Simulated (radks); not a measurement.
Numerical settings for the aluminium ion Al3+, [Ne]. Method: scalar-relativistic Kohn-Sham, SCAN, spin-unpolarised, spherical densities, finite nucleus; meta-GGA in the generalised Kohn-Sham scheme; Fermi nuclear charge, rms radius 3.061 fm; computed with a radial shooting solver on a logarithmic mesh with Libxc functionals. The defaults (mesh step 0.008 in ln r, mesh end at 40 bohr or more with all orbitals vanishing there, Anderson mixing 0.5 over 9 steps, residual threshold near 1e-9 with the energy settled to 1e-9 hartree or 1e-11 of itself, here a cap of 59 iterations) give E = -240.886 hartree and 2p at -105.82 eV in 15 iterations. Run on one thread of a shared host, so times are rough (Arm Neoverse N1): 0.07 s of CPU time, 0.07 s wall, 15 iterations on 2189 mesh points. Changes against that run (0 stands for a change within the tolerance of the run):

| setting | iterations | converged | E (mhartree) | e(2p) (meV) | CPU (s) |
|---|---|---|---|---|---|
| mesh step in ln r 0.12 | 59 | no | -1.16e+06 | - | 0.11 |
| mesh step in ln r 0.08 | 59 | no | -7.41e+03 | - | 0.1 |
| mesh step in ln r 0.05 | 12 | yes | +26.7 | -0.366 | 0.02 |
| mesh end (bohr) 400 | 15 | yes | -0.0106 | 0 | 0.07 |
| mesh end (bohr) 8 | 15 | yes | -0.0108 | 0 | 0.07 |
| residual threshold 1e-13 | 59 | no | 0 | 0 | 0.19 |
| residual threshold 0.01 | 11 | yes | 0 | -0.105 | 0.05 |
| mixing 0.01 | 23 | yes | 0 | +0.00405 | 0.1 |
| linear mixing, mixing 1 | 59 | no | +6.06e+03 | -1.74e+05 | 0.3 |
| linear mixing, mixing 0.05 | 59 | no | +0.632 | -2.18e+03 | 0.23 |
| mixing history 3 | 23 | yes | 0 | 0 | 0.09 |
| iteration cap 3 | 3 | no | +2.94 | -4.67e+03 | 0.02 |

Settings that end as converged yet miss the energy by more than 1 mhartree: mesh step in ln r 0.05 (+0.0267 hartree). A mesh that ends early acts as a hard wall.
